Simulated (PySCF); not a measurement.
## Orbital levels and atomic charges

System: Si38H38N4 (nanocrystal Si surface).

Cartesian coordinates (Å):
```
  1 Si   -3.302    0.976   -3.278
  2 Si   -0.638   -1.968   -3.352
  3 Si   -0.744    0.689   -6.160
  4 Si   -0.622    0.615    4.792
  5 Si   -2.028   -0.693    3.436
  6 Si   -3.298    0.461    1.841
  7 Si   -0.695   -2.210    2.209
  8 Si   -3.298   -1.842   -0.462
  9 Si   -0.607    0.739   -0.739
 10 Si   -2.083   -0.617   -2.050
 11 Si   -2.028   -3.437    0.692
 12 Si   -0.621   -4.791   -0.616
 13 Si   -0.712    3.572   -3.572
 14 Si   -2.035    2.136   -4.866
 15 Si   -0.639    3.352    1.968
 16 Si   -3.302    3.277   -0.976
 17 Si   -0.745    6.160   -0.688
 18 Si   -2.035    4.866   -2.136
 19 Si   -2.083    2.049    0.617
 20 Si    2.028    0.693   -3.436
 21 Si    0.622   -0.615   -4.792
 22 Si    2.035   -2.137    4.866
 23 Si    3.302   -0.976    3.278
 24 Si    0.711   -3.572    3.572
 25 Si    0.743   -0.689    6.160
 26 Si    2.083    0.617    2.050
 27 Si    2.083   -2.049   -0.617
 28 Si    3.298   -0.461   -1.841
 29 Si    3.303   -3.277    0.976
 30 Si    0.639   -3.352   -1.968
 31 Si    0.607   -0.739    0.739
 32 Si    2.036   -4.866    2.136
 33 Si    0.746   -6.160    0.688
 34 Si    0.638    1.967    3.352
 35 Si    2.028    3.437   -0.692
 36 Si    3.297    1.842    0.462
 37 Si    0.695    2.210   -2.209
 38 Si    0.622    4.792    0.616
 39 N    -3.954    2.130   -2.130
 40 H    -4.919    1.928   -1.929
 41 N    -3.947   -0.666    0.665
 42 H    -4.952   -0.676    0.675
 43 N     3.947    0.666   -0.665
 44 H     4.952    0.678   -0.676
 45 N     3.955   -2.130    2.130
 46 H     4.918   -1.926    1.928
 47 H    -4.545    0.434   -3.878
 48 H    -1.486   -2.835   -4.205
 49 H    -1.571   -0.153   -7.043
 50 H     0.048    1.473   -7.122
 51 H    -1.460    1.494    5.641
 52 H    -2.900   -1.480    4.342
 53 H    -4.549    1.027    2.407
 54 H    -4.548   -2.408   -1.028
 55 H    -2.900   -4.343    1.479
 56 H    -1.458   -5.641   -1.496
 57 H     0.178    4.412   -4.412
 58 H    -2.887    2.940   -5.774
 59 H    -1.488    4.204    2.835
 60 H    -4.545    3.877   -0.434
 61 H    -1.572    7.043    0.154
 62 H     0.047    7.123   -1.472
 63 H    -2.888    5.774   -2.940
 64 H     2.901    1.480   -4.342
 65 H     1.459   -1.495   -5.641
 66 H     2.887   -2.941    5.774
 67 H     4.545   -0.434    3.879
 68 H    -0.178   -4.413    4.411
 69 H    -0.048   -1.474    7.122
 70 H     1.570    0.153    7.044
 71 H     4.549   -1.027   -2.407
 72 H     4.546   -3.877    0.435
 73 H     1.488   -4.204   -2.835
 74 H     2.888   -5.774    2.940
 75 H    -0.046   -7.123    1.472
 76 H     1.573   -7.043   -0.155
 77 H     1.486    2.835    4.205
 78 H     2.900    4.343   -1.479
 79 H     4.548    2.408    1.028
 80 H     1.458    5.641    1.496
```

Method: PBE/6-31G*, gas phase, PySCF, fitting set def2-universal-JFIT, grid level 1.

Give the orbital energies near the gap.


```csv
orbital,eV
HOMO-4,-5.58
HOMO-3,-5.51
HOMO-2,-5.23
HOMO-1,-5.08
HOMO,-4.89
LUMO,-2.56
LUMO+1,-2.29
LUMO+2,-2.23
LUMO+3,-2.05
```

Give the partial charges of the non-hydrogen atoms.


```
atom  Mulliken    IAO  Hirshfeld
 Si1      0.35   0.49       0.18
 Si2      0.01   0.05       0.04
 Si3      0.05   0.15       0.12
 Si4     -0.02   0.05       0.05
 Si5     -0.01   0.03       0.05
 Si6      0.37   0.49       0.18
 Si7     -0.11  -0.04       0.00
 Si8      0.37   0.49       0.18
 Si9     -0.12  -0.03      -0.01
Si10     -0.13  -0.12      -0.03
Si11     -0.01   0.03       0.05
Si12     -0.02   0.05       0.05
Si13      0.02   0.07       0.07
Si14     -0.05   0.02       0.06
Si15      0.01   0.05       0.04
Si16      0.35   0.49       0.18
Si17      0.05   0.15       0.12
Si18     -0.05   0.02       0.06
Si19     -0.13  -0.12      -0.03
Si20     -0.01   0.03       0.05
Si21     -0.02   0.05       0.05
Si22     -0.05   0.02       0.06
Si23      0.35   0.49       0.18
Si24      0.02   0.07       0.07
Si25      0.05   0.15       0.12
Si26     -0.13  -0.12      -0.03
Si27     -0.13  -0.12      -0.03
Si28      0.37   0.49       0.18
Si29      0.35   0.49       0.18
Si30      0.01   0.05       0.04
Si31     -0.12  -0.03      -0.01
Si32     -0.05   0.02       0.06
Si33      0.05   0.15       0.12
Si34      0.01   0.05       0.04
Si35     -0.01   0.03       0.05
Si36      0.37   0.49       0.18
Si37     -0.11  -0.04       0.00
Si38     -0.02   0.05       0.05
 N39     -0.74  -0.87      -0.28
 N41     -0.75  -0.87      -0.28
 N43     -0.75  -0.87      -0.28
 N45     -0.74  -0.87      -0.28
```
